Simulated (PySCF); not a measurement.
C3H9Ge, doublet, at a GFN2-xTB geometry, with bond 7-1 at 1.25 times its length; HF/STO-3G in PySCF.

Here is a job for PySCF.
```python
from pyscf import gto, scf

mol = gto.M(
    atom='''
C     2.341588    1.088337   -0.232543
C     1.813086   -0.212453    0.235146
C     0.571285   -0.283754    0.990091
Ge   -1.074531   -0.176960   -0.196416
H     3.391747    1.010313   -0.507028
H     2.229698    1.853583    0.536823
H     1.658320    1.533531   -1.339248
H     2.222002   -1.116305   -0.184952
H     0.485135   -1.220316    1.542918
H     0.477787    0.549384    1.690090
H    -1.128612   -1.309313   -1.176367
H    -1.069103    1.077905   -1.016006
H    -2.374402   -0.179787    0.561568
''',
    basis='sto-3g',
    charge=0,
    spin=1,
    verbose=4,
)

mf = scf.UHF(mol)
mf.kernel()
mo_i, mo_e, stable_i, stable_e = mf.stability(internal=True, external=True, return_status=True, nroots=6, tol=1e-6)
print('internally stable:', stable_i, ' externally stable:', stable_e)
if not stable_i:
    umf = mf.copy()
    umf.scf_summary = {}
    umf.kernel(umf.make_rdm1(mo_i, mf.mo_occ))
```

What the program printed (banner, timings and long lists left out):

```
PySCF version 2.14.0

[INPUT] verbose = 4
[INPUT] num. atoms = 13
[INPUT] num. electrons = 59
[INPUT] charge = 0
[INPUT] spin (= nelec alpha-beta = 2S) = 1
[INPUT] symmetry False subgroup None
[INPUT] Mole.unit = angstrom
[INPUT] Symbol           X                Y                Z      unit          X                Y                Z       unit  Magmom
[INPUT]  1 C      2.341588000000   1.088337000000  -0.232543000000 AA    4.424960016568   2.056658861231  -0.439442582185 Bohr   0.0
[INPUT]  2 C      1.813086000000  -0.212453000000   0.235146000000 AA    3.426235980283  -0.401477984342   0.444361539287 Bohr   0.0
[INPUT]  3 C      0.571285000000  -0.283754000000   0.990091000000 AA    1.079572189072  -0.536217346750   1.871000828397 Bohr   0.0
[INPUT]  4 Ge    -1.074531000000  -0.176960000000  -0.196416000000 AA   -2.030569302355  -0.334405935003  -0.371172446483 Bohr   0.0
[INPUT]  5 H      3.391747000000   1.010313000000  -0.507028000000 AA    6.409472913815   1.909214870088  -0.958144057486 Bohr   0.0
[INPUT]  6 H      2.229698000000   1.853583000000   0.536823000000 AA    4.213518560490   3.502764219150   1.014448447367 Bohr   0.0
[INPUT]  7 H      1.658320000000   1.533531000000  -1.339248000000 AA    3.133770626889   2.897953593530  -2.530811932872 Bohr   0.0
[INPUT]  8 H      2.222002000000  -1.116305000000  -0.184952000000 AA    4.198975228236  -2.109510721483  -0.349508626191 Bohr   0.0
[INPUT]  9 H      0.485135000000  -1.220316000000   1.542918000000 AA    0.916772283441  -2.306063025425   2.915692452662 Bohr   0.0
[INPUT] 10 H      0.477787000000   0.549384000000   1.690090000000 AA    0.902886575878   1.038185297218   3.193807225866 Bohr   0.0
[INPUT] 11 H     -1.128612000000  -1.309313000000  -1.176367000000 AA   -2.132767580898  -2.474242981333  -2.223011451976 Bohr   0.0
[INPUT] 12 H     -1.069103000000   1.077905000000  -1.016006000000 AA   -2.020311868951   2.036945238299  -1.919973080915 Bohr   0.0
[INPUT] 13 H     -2.374402000000  -0.179787000000   0.561568000000 AA   -4.486969489620  -0.339748190757   1.061209720320 Bohr   0.0

nuclear repulsion = 257.58709277925
number of shells = 26
number of NR pGTOs = 126
number of NR cGTOs = 42
basis = sto-3g
ecp = {}

******** <class 'pyscf.scf.uhf.UHF'> ********
method = UHF
initial guess = minao
damping factor = 0
level_shift factor = 0
DIIS = <class 'pyscf.scf.diis.CDIIS'>
diis_start_cycle = 1
diis_space = 8
diis_damp = 0
SCF conv_tol = 1e-09
SCF conv_tol_grad = None
SCF max_cycles = 50
direct_scf = True
direct_scf_tol = 1e-13
number electrons alpha = 30  beta = 29
Set gradient conv threshold to 3.16228e-05
init E= -2166.5872496268

cycle= 1 E= -2169.03046895954  delta_E= -2.44  |g|= 0.326  |ddm|= 2.89
cycle= 2 E= -2169.13240543145  delta_E= -0.102  |g|= 0.0734  |ddm|= 0.688
cycle= 3 E= -2169.14010886632  delta_E= -0.0077  |g|= 0.03  |ddm|= 0.168
cycle= 4 E= -2169.14169672191  delta_E= -0.00159  |g|= 0.0113  |ddm|= 0.0902
cycle= 5 E= -2169.14191810076  delta_E= -0.000221  |g|= 0.00588  |ddm|= 0.0288
cycle= 6 E= -2169.14200226545  delta_E= -8.42e-05  |g|= 0.00273  |ddm|= 0.0207
cycle= 7 E= -2169.14202598196  delta_E= -2.37e-05  |g|= 0.00163  |ddm|= 0.0107
cycle= 8 E= -2169.14203646187  delta_E= -1.05e-05  |g|= 0.00093  |ddm|= 0.00782
cycle= 9 E= -2169.14204075928  delta_E= -4.3e-06  |g|= 0.00025  |ddm|= 0.00735
cycle= 10 E= -2169.1420409597  delta_E= -2e-07  |g|= 0.000104  |ddm|= 0.00133
cycle= 11 E= -2169.14204098606  delta_E= -2.64e-08  |g|= 4.42e-05  |ddm|= 0.000428
cycle= 12 E= -2169.14204099066  delta_E= -4.6e-09  |g|= 1.72e-05  |ddm|= 0.000182
cycle= 13 E= -2169.14204099138  delta_E= -7.25e-10  |g|= 7e-06  |ddm|= 7.04e-05
Extra cycle  E= -2169.14204099146  delta_E= -8.32e-11  |g|= 4.75e-06  |ddm|= 1.55e-05
converged SCF energy = -2169.14204099146  <S^2> = 0.78100221  2S+1 = 2.0307656
uhf_internal: lowest eigs of H = [0.32704287 0.48201064 0.6293862  0.68469498 0.70781846 0.7172962 ]
<class 'pyscf.scf.uhf.UHF'> wavefunction is stable in the internal stability analysis
uhf_real2complex: lowest eigs of H = [0.36435798 0.36923326 0.4145834  0.41987452 0.45610363 0.46022407]
<class 'pyscf.scf.uhf.UHF'> wavefunction is stable in the real -> complex stability analysis
uhf_external: lowest eigs of H = [4.82490688e-07 1.59901257e-01 2.41444110e-01 3.14654292e-01
 3.40989379e-01 3.50550640e-01]
<class 'pyscf.scf.uhf.UHF'> wavefunction is stable in the UHF/UKS -> GHF/GKS stability analysis
internally stable: True  externally stable: True
```
